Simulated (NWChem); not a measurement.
Molecule: SnH₂, singlet; SMILES [SnH2]

```xyz
3

Sn     0.0000     0.0000     0.0483
H      1.2619     0.0000    -1.2082
H     -1.2619     0.0000    -1.2082
```
Atoms are numbered in this order, from 1.

Computed with NWChem. Low-valent species are run as closed-shell singlets; no triplet was tried in these runs. The geometry was optimised at PBE0/def2-SVP. def2 effective core potentials on Sn; no spin-orbit coupling. Ions are spin-unrestricted doublets at the neutral geometry; other ion states weren't tried.

Q: Order these by “ΔSCF minus −ε(HOMO) (eV)”, lowest first: PBE/def2-SVP; PBE0/def2-SVP; B3LYP/def2-SVP; M06-2X/def2-SVP.

A: M06-2X/def2-SVP (1.20), PBE0/def2-SVP (2.35), B3LYP/def2-SVP (2.62), PBE/def2-SVP (3.28)
